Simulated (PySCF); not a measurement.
## Ionisation energy of In⁴⁵⁺ by level of theory

In⁴⁵⁺ [He] 2s2 (1S) → In⁴⁶⁺ [He] 2s1 (2S), as a difference of total energies. All numbers are calculated (PySCF 2.14, the spin-free X2C one-electron Hamiltonian (Gaussian nucleus), in an uncontracted even-tempered set (19 s from 22 bohr⁻², ratio 2.2; 8 p from 33 bohr⁻², ratio 2.4; 5 d from 99 bohr⁻², ratio 2.4; 5 f from 150 bohr⁻², ratio 2.4; 4 g from 220 bohr⁻², ratio 2.4)). Correlated levels: nothing frozen; virtual orbitals above 40 to 60 times the deepest correlated orbital energy dropped. The calculations carry no spin-orbit coupling.

```tsv
method	ionisation energy (eV)
UHF	7754.5
LDA	7750.2
PBE	7760.0
PBE0	7758.9
r2SCAN	7752.9
TPSS	7759.2
revPBE	7760.1
MP2 (all electrons)	7760.3
SCS-MP2 (all electrons)	7761.4
```

Question: How much does correlation contribute at MP2 (all electrons)?

Answer: 7760.3 − (7754.5) = 5.8 eV, measured against UHF.

For this ion Breit and QED terms and the two-electron picture change, all absent here, outweigh the differences among the correlated methods.

For comparison: 7754 ± 7 eV (semi-empirical (NIST evaluation); NIST Atomic Spectra Database, ionization energies).
